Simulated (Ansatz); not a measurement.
Reactions of C$_{2}$H$_{7}$GaSi, SMILES `[SiH3][CH]1[CH2][GaH]1`.

Gas-phase electronic energies from Ansatz, PBE0-D4/def2-TZVP geometries. CCSD(T)/CBS is the MP2 limit (def2-TZVPP, def2-QZVPP) plus CCSD(T) − MP2 in def2-TZVPP, frozen cores. This one scheme is used for every species. DFT in def2-TZVPP. For Ga, Ge outer-core shells are correlated without core-valence functions, which leaves a few kJ/mol of doubt a bond. Scalar relativity is left out up to krypton. Each species was taken in one conformer, which may not be the lowest.

```csv
reaction,CCSD(T)/CBS(def2) (eV)
`[SiH3][CH]1[CH2][GaH]1` + `C[S][AlH2]` → `[AlH2][S][SiH3]` + `C[CH]1[CH2][GaH]1`,-0.22
`[SiH3][CH]1[CH2][GaH]1` + `O[Si](O)(F)O[SiH3]` → `O[Si](F)(O[SiH3])O[SiH3]` + `[CH2]1[CH2][GaH]1`,-0.45
`[SiH3][CH]1[CH2][GaH]1` + `CCC[SiH2]O` → `O[SiH2]CC[SiH3]` + `C[CH]1[CH2][GaH]1`,?
`[SiH3][CH]1[CH2][GaH]1` → `C[CH]1[SiH2][GaH]1`,?
`[SiH3][CH]1[CH2][GaH]1` + H₂ → `[CH2]1[CH2][GaH]1` + SiH₄,?
`[SiH3][CH]1[CH2][GaH]1` → `[SiH3][Ga]1[CH2][CH2]1`,-0.16
`[SiH3][CH]1[CH2][GaH]1` + `OBN[SiH3]` → `OBN([SiH3])[SiH3]` + `[CH2]1[CH2][GaH]1`,0.12
`[SiH3][CH]1[CH2][GaH]1` + `CNB[SiH3]` → `CN([SiH3])B[SiH3]` + `[CH2]1[CH2][GaH]1`,0.32
`[SiH3][CH]1[CH2][GaH]1` → `[CH2]1[CH2][GaH]1` + `[SiH2]`,3.07
`[SiH3][CH]1[CH2][GaH]1` + `[OH][GeH2][O][SiH3]` → `[SiH3][O][GeH2][O][SiH3]` + `[CH2]1[CH2][GaH]1`,-0.42
```

**Question.** Fill in the missing values. (An estimate is asked.)

**Answer.** The calculation gave: `[SiH3][CH]1[CH2][GaH]1` + `CCC[SiH2]O` → `O[SiH2]CC[SiH3]` + `C[CH]1[CH2][GaH]1`: +0.70 eV; `[SiH3][CH]1[CH2][GaH]1` → `C[CH]1[SiH2][GaH]1`: +0.21 eV; `[SiH3][CH]1[CH2][GaH]1` + H₂ → `[CH2]1[CH2][GaH]1` + SiH₄: +0.41 eV.

Largest T1 diagnostic: 0.017, for `[SiH3][CH]1[CH2][GaH]1`.
